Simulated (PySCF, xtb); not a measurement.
Ge(H)3(OSiH3) (GeH6OSi), SMILES [GeH3][O][SiH3].

Harmonic wavenumbers (cm⁻¹) from GFN2-xTB (xtb) at its own minimum, in rising order: 22, 70, 86, 404, 567, 588, 616, 627, 745, 758, 785, 798, 805, 826, 957, 1939, 2011, 2044, 2221, 2240, 2283.

Q: What does PySCF with PBE-D3(BJ)/def2-SVP give at its own minimum? (The exact figures need the calculation; the answer reports its results.)

A: 47, 72, 116, 508, 612, 622, 697, 714, 823, 836, 841, 908, 918, 964, 976, 2071, 2080, 2116, 2140, 2141, 2185. Paired by order, the mean absolute difference is 74 cm⁻¹ and the zero-point energies are 30.6 and 32.0 kcal/mol.
